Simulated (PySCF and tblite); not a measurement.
Computed ¹H and ¹³C shifts (ppm) of 5 molecules with 6 carbons each, averaged over conformers at 298.15 K: GIAO PBE0/pcSseg-1 on GFN2-xTB geometries, unscaled, against TMS (¹H), TMS (¹³C) at the same level; H on other atoms than carbon is left out (PySCF, tblite).

P. ¹H: 5.11 (1H), 2.83 (1H), 2.30 (3H) ¹³C: 175.2 (1C), 172.6 (1C), 93.7 (1C), 82.2 (1C), 78.9 (1C), 22.8 (1C)
Q. ¹H: 6.97 (1H), 6.90 (1H), 6.79 (1H), 6.04 (1H), 5.42 (1H) ¹³C: 166.2 (1C), 162.8 (1C), 139.5 (1C), 124.1 (1C), 119.0 (1C), 115.9 (1C)
R. ¹H: 5.99 (1H), 4.97 (1H), 4.44 (1H), 3.20 (1H), 3.16 (1H) ¹³C: 167.5 (1C), 164.5 (1C), 128.5 (1C), 92.7 (1C), 90.7 (1C), 39.1 (1C)
S. ¹H: 7.44 (1H), 7.21 (1H), 6.54 (1H), 4.93 (1H), 2.92 (1H) ¹³C: 162.0 (1C), 150.8 (1C), 144.3 (1C), 94.6 (1C), 93.9 (1C), 81.2 (1C)
T. ¹H: 6.46 (1H), 5.28 (2H), 3.30 (1H) ¹³C: 171.6 (1C), 150.4 (1C), 132.3 (1C), 99.4 (1C), 87.4 (1C), 46.6 (1C)

The molecules:
1. C₆H₅ClO₂, SMILES C#C/C(=C/C(=O)O)CCl
2. C₆H₅F₃O, SMILES C=C1C[C@H](F)C(=C(F)F)O1
3. C6H5FO, SMILES C#C/C=C\O/C=C/F
4. C6H5FO2, SMILES C#C/C=C(/F)OC(C)=O
5. C6H5FSe, SMILES C=Cc1cc(F)c[se]1

Which spectrum belongs to which molecule?

P is 4; Q is 5; R is 2; S is 3; T is 1.

Assigned:
1. [CH:1]#[C:2]/[C:3](=[CH:4]/[C:5](=[O:6])[OH:7])[CH2:8][Cl:9]: ¹³C: 171.6 (C5), 150.4 (C3), 132.3 (C4), 99.4 (C1), 87.4 (C2), 46.6 (C8) ppm.
2. [CH2:1]=[C:2]1[CH2:3][C@H:4]([F:5])[C:6](=[C:7]([F:8])[F:9])[O:10]1: ¹³C: 167.5 (C2), 164.5 (C7), 128.5 (C6), 92.7 (C4), 90.7 (C1), 39.1 (C3) ppm.
3. [CH:1]#[C:2]/[CH:3]=[CH:4]\[O:5]/[CH:6]=[CH:7]/[F:8]: ¹³C: 162.0 (C4), 150.8 (C7), 144.3 (C6), 94.6 (C3), 93.9 (C1), 81.2 (C2) ppm.
4. [CH:1]#[C:2]/[CH:3]=[C:4](/[F:5])[O:6][C:7]([CH3:8])=[O:9]: ¹³C: 175.2 (C4), 172.6 (C7), 93.7 (C1), 82.2 (C3), 78.9 (C2), 22.8 (C8) ppm.
5. [CH2:1]=[CH:2][c:3]1[cH:4][c:5]([F:6])[cH:7][se:8]1: ¹³C: 166.2 (C5), 162.8 (C3), 139.5 (C2), 124.1 (C4), 119.0 (C1), 115.9 (C7) ppm.

Unscaled shifts at such levels can be off by 15 ppm or more for ¹³C and 0.8 ppm for ¹H.

For scale, the study of C#C/C(=C/C(=O)O)CCl took 51 s on 1 thread of Arm Neoverse V2 (shared host) (rough), launched as `OMP_NUM_THREADS=1 python ens_run.py task.json out`.
